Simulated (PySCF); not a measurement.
Mapped SMILES: `[CH2:1]=[CH:2][CH2:3][c:4]1[cH:5][cH:6][cH:7][cH:8][cH:9]1` (H(Xn): hydrogen on atom n). Ha(C1) is cis to C3; Hb(C1) is trans to C3.

No relativistic terms, rapidly exchanging positions averaged, no solvent model, a single conformation. Shielding tensors at PBE0/pcSseg-1 (GIAO); geometry: GFN2-xTB; PySCF 2.14.0 with density-fitted response routines.

δ = σ(ref) − σ, references computed at the same level: 13C (σ = 186.93 ppm) vs TMS.

Do the 13C shifts follow the atomic charges (in e)? Tabulate both.

Results:


```tsv
atoms	hybridisation	δ (ppm)	σ para (ppm)	Hirshfeld	IAO	Mulliken	ESP-fitted
C2	sp2	149.9	-219	-0.04	-0.12	-0.20	+0.07
C4	sp2	146.5	-221	+0.01	+0.01	-0.30	+0.20
C5/C9	sp2	134.4	-199	-0.05	-0.16	-0.01	-0.24
C6/C8	sp2	134.3	-201	-0.05	-0.15	-0.08	-0.12
C7	sp2	131.5	-199	-0.05	-0.16	-0.08	-0.16
C1	sp2	118.6	-185	-0.11	-0.33	-0.15	-0.57
C3	sp3	48.1	-107	-0.07	-0.26	-0.07	-0.35
```

Correlation coefficients of δ with charge over these carbons: Hirshfeld +0.45, IAO +0.61, Mulliken -0.39, ESP-fitted +0.57; with the paramagnetic shielding -1.00. Among the 6 sp2 carbons alone: Hirshfeld +0.88, IAO +0.86, Mulliken -0.50, ESP-fitted +0.95. With so few points, grouped by hybridisation, these coefficients are fragile. Charge is one influence among several: hybridisation and low-lying excitations act through the paramagnetic term.

Shifts are as computed. Against solution values, carbons near 30 ppm lie about +3 ppm off and those near 130 ppm about +5 ppm. Of 1211 compounds with measured shifts, 218 miss one by over three times the rms of a fit or turn the order of signals round; such compounds aren't used in these exercises.
